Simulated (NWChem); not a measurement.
Molecule: CH₄BFO₂; SMILES COB(O)F

```xyz
9

B     -0.0237     0.5115    -0.0001
F     -0.7397     1.6393     0.0002
O      1.3328     0.5697    -0.0001
H      1.6584     1.4748    -0.0003
O     -0.6969    -0.6519    -0.0004
C     -0.0507    -1.8990     0.0003
H     -0.3509    -2.4664     0.8951
H     -0.3607    -2.4720    -0.8876
H      1.0452    -1.7967    -0.0060
```
Atoms are numbered in this order, from 1.

Structure relaxed at the PBE0/def2-SVP level. B3LYP is NWChem's, with the RPA form of VWN correlation.

Question: List the 4 lowest vertical singlet excitations from B3LYP/6-31G* (spherical d), full TDDFT (NWChem).

Answer: 
```
state  energy (eV)  oscillator strength  leading excitation (squared amplitude)
-----  -----------  -------------------  --------------------------------------
S1            8.88                0.003                      HOMO → LUMO (0.96)
S2            9.70                0.048                    HOMO−1 → LUMO (0.74)
S3            9.84                0.002                  HOMO−1 → LUMO+1 (0.98)
S4            9.92                0.181                    HOMO → LUMO+1 (0.73)
```
